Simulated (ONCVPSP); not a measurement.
**Au (Z = 79), ONCV: configuration errors across variants**

Au (Z = 79), optimised norm-conserving Vanderbilt (ONCV), made with ONCVPSP 4.0.1 (PBE, scalar-relativistic). Core [Kr] 4d10 4f14, reference 5s2 5p6 5d9 (charge +2). Waves: 5s: rc 1.10 bohr, ncon 4, nbas 8, qcut 7 1/bohr, 3 projectors, debl 3.6 Ha; 5p: rc 1.00 bohr, ncon 4, nbas 7, qcut 8.8 1/bohr, 2 projectors, debl 2.2 Ha; 5d: rc 1.80 bohr, ncon 5, nbas 10, qcut 9.4 1/bohr, 1 projector; f scattering state at 0.04 Ha: rc 1.45 bohr, ncon 4, nbas 7, qcut 8.1 1/bohr, 3 projectors, debl 0.3 Ha. Local part: polynomial inside 0.95 bohr (lpopt 5, dvloc0 0 Ha). Core correction: Teter function, fcfact 5.75, rcfact 1.7.

In the s channel the program set the typed energies aside and used -4.778, 0.250, 3.850 Ha. In the p channel the program set the typed energies aside and used -2.988, 0.250 Ha.

All-electron excitation energies from the reference (eV): (1) 5s2 5p6 5d10 6s1 -30.617; (2) 5s2 5p6 5d10 -21.208; (3) 5s2 5p6 5d8 33.877; (4) 5s2 5p6 5d10 6p1 -25.369.

1 further variants failed, have other tests or too few solved ones, and are left out.

A true bound ghost makes a file unfit for plane-wave use even where its test errors are small: the radial tests pick states by their node count and pass the ghost by.

Errors AE − PS in meV (a dash: test not solved or not reliable):

```csv
change,(1),(2),(3),(4),bound ghosts,GHOST(+) flags above zero
base,-3.6,-2.2,-20,+0.2,f,"s, p, f"
"p: rc 0.84; local potential polynomial inside 0.84 bohr (lpopt 5, dvloc0 0 Ha)",-3.2,-1.9,-19,+0.4,"p, f","s, p, f"
p: rc 0.96,-3.6,-2.2,-20,+0.2,f,"s, f"
p: rc 1.02,-3.6,-2.2,-20,+0.2,f,"s, p, f"
p: rc 1.14,-3.6,-2.2,-20,+0.2,f,"s, p, f"
p: rc 1.22,-3.6,-2.2,-20,+0.2,f,"s, p, f"
p: rc 1.28,-3.6,-2.3,-20,+0.2,f,"s, f"
p: rc 1.38,-3.5,-2.3,-20,+0.2,f,"s, p, f"
p: rc 1.48,-3.5,-2.3,-20,+0.3,f,"s, p, f"
```

Task: Give the same row for: p: rc 0.78; local potential polynomial inside 0.78 bohr (lpopt 5, dvloc0 0 Ha).

Result: -2.8, -1.6, -19, +0.6; bound ghosts: p, f; GHOST(+) flags above zero: s, p, f.
